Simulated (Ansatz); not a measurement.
The molecule BeP, multiplicity 4 (lowest of 2S+1 = 2, 4 at CCSD(T)/def2-TZVPP on PBE0 minima; our sources give no spin for the ground state, which may be another).

D_e counts from the fitted minimum to each atom's lowest state at the same level, without counterpoise.

Codes used: Ansatz (Gaussian orbitals). Each number belongs to the level named beside it.

**Question.** Estimate the bond energy D_e that BHLYP/def2-TZVPP returns for this input.

**Answer.** 1.42 eV

**Question.** Give the bond energy D_e at the level B97M-V/def2-TZVPP.

**Answer.** 1.49 eV

**Question.** Estimate the bond energy D_e that wB97M-V/def2-TZVPP returns for this input.

**Answer.** 1.30 eV

Ansatz is an electronic-structure program.
